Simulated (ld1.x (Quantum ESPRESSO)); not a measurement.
How hard is this gold (Au) TM potential?

```
Element                 : gold
Generator               : ld1.x (Quantum ESPRESSO) 7.5
Type                    : norm-conserving Troullier–Martins (Kleinman–Bylander form)
Functional              : LDA (PZ)
Relativity              : scalar-relativistic
Frozen core             : [Xe] 4f14
Valence charge          : 11
Reference configuration : 5d10 6s0.5 6p0.5
Partial waves           : 6p (bound): rc 2.70 bohr; 5d (bound): rc 2.45 bohr; 6s (bound): rc 2.25 bohr
Local potential         : the s channel
Core correction         : Bessel-smoothed model core, default radius (core density twice the valence density)
```

The pseudo-atom Hamiltonian at the reference potential is diagonalised in spherical Bessel functions j_l(qr) that vanish at 20 bohr, with q² up to the cutoff. All-electron valence levels (Ry): 6p -0.1133, 5d -0.6042, 6s -0.5099.

Q: How do the lowest levels (Ry) of each channel move with the cutoff, and are there ghosts?

A:

```json
{"cutoff (Ry)": "8", "p #1": "-0.1129", "p #2": "0.0292", "d #1": "0.0238", "d #2": "0.0828", "s #1": "-0.5033", "f #1": "0.0928", "f #2": "0.2161", "Σ f·Δε (mRy)": "6283.3"}
{"cutoff (Ry)": "15", "p #1": "-0.1132", "p #2": "0.0291", "d #1": "-0.2266", "d #2": "0.0435", "s #1": "-0.5057", "f #1": "0.0928", "f #2": "0.2161", "Σ f·Δε (mRy)": "3778.6"}
{"cutoff (Ry)": "25", "p #1": "-0.1133", "p #2": "0.0291", "d #1": "-0.5665", "d #2": "0.0408", "s #1": "-0.5096", "f #1": "0.0928", "f #2": "0.2161", "Σ f·Δε (mRy)": "377.5"}
{"cutoff (Ry)": "35", "p #1": "-0.1133", "p #2": "0.0291", "d #1": "-0.6033", "d #2": "0.0407", "s #1": "-0.5097", "f #1": "0.0928", "f #2": "0.2161", "Σ f·Δε (mRy)": "9.7"}
{"cutoff (Ry)": "50", "p #1": "-0.1133", "p #2": "0.0291", "d #1": "-0.6041", "d #2": "0.0407", "s #1": "-0.5099", "f #1": "0.0928", "f #2": "0.2161", "Σ f·Δε (mRy)": "1.1"}
{"cutoff (Ry)": "70", "p #1": "-0.1133", "p #2": "0.0291", "d #1": "-0.6042", "d #2": "0.0407", "s #1": "-0.5099", "f #1": "0.0928", "f #2": "0.2161", "Σ f·Δε (mRy)": "0.2"}
{"cutoff (Ry)": "400", "p #1": "-0.1133", "p #2": "0.0291", "d #1": "-0.6042", "d #2": "0.0407", "s #1": "-0.5099", "f #1": "0.0928", "f #2": "0.2161", "Σ f·Δε (mRy)": "0.0"}
```

Result: no extra level below or beside the all-electron valence levels (p, d, s, f tested); 10 mRy is reached at 35 Ry and 1 mRy at 55 Ry.

Its largest configuration-test error is -837 meV.
